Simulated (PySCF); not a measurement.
```xyz
4
charge 0 multiplicity 3, angstrom
Ta    0.0401    0.0000    0.0000
F     1.9193    0.0000    0.0000
F    -1.1605    1.4697    0.0000
F    -1.1605   -1.4697    0.0000
```

Method: PySCF, UB3LYP, basis Ta def2-SVP with ECP60, F def2-SVP (scalar-relativistic core potentials, no spin–orbit coupling, density fitting).

This geometry of TaF3 is a stationary point at this level.

What is the point group?

C2v.

Is it a minimum?

Yes: all harmonic wavenumbers are real.

Which band is strongest in the infrared?

701 cm⁻¹ (a1), 147 km/mol.

Give the atomic charges and bond orders.


```tsv
atom	Mulliken	Löwdin	polar tensor	spin (Mulliken)	Mayer order to Ta1
Ta1	1.01	0.40	1.75	1.98	–
F2	-0.33	-0.12	-0.56	-0.02	1.14
F3,4	-0.34	-0.14	-0.60	0.02	1.11
```

This need not be the most stable arrangement of these atoms. Other spin states or occupations of the open shell can lie lower. At this level a singlet minimum of D3h symmetry lies 47 kJ/mol below this structure. No spin–orbit coupling is included, which matters more the heavier the element.
